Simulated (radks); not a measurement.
Results of a calculation; reference values are marked as such.
Ionisation of Hf, [Xe] 4f14 5d2 6s2, to Hf+, [Xe] 4f14 5d1 6s2, under several functionals. Dirac Kohn-Sham, spin-unpolarised, spherical densities, finite nucleus; open shells fill j = l - 1/2 first; a radial shooting solver on a logarithmic mesh with Libxc functionals.

functional,E(Hf) (hartree),Exc (hartree),IE (eV),-e(HOMO) (eV),<r> HOMO (bohr),IE error (eV)
OLYP,-15101.0902,-315.3461,6.510,2.625,2.448,-0.315
RPBE,-15096.1008,-310.1431,6.629,2.771,2.470,-0.196
"LDA (Slater exchange, Perdew-Zunger correlation)",-15086.5979,-300.5588,6.934,3.011,2.443,+0.109
exchange-only B88,-15092.6992,-306.6943,5.847,2.073,2.528,-0.979
AM05,-15086.9313,-300.8941,6.702,2.806,2.450,-0.123
exchange-only PBE,-15091.3848,-305.3600,5.839,2.084,2.541,-0.986
revPBE,-15095.9669,-310.0088,6.638,2.772,2.467,-0.188

NIST Atomic Spectra Database: 6.825 eV (measured). Closest: LDA (Slater exchange, Perdew-Zunger correlation). The Delta-SCF values span 1.09 eV, the total energies 14.49 hartree. The highest occupied level is 5d3/2. Spin polarisation and multiplet splitting are left out, so open shells lie too high by an amount that depends on their filling.

Beside tabulated values, note that spin-unpolarised runs miss the spin-polarisation part of the exchange energy of open shells.
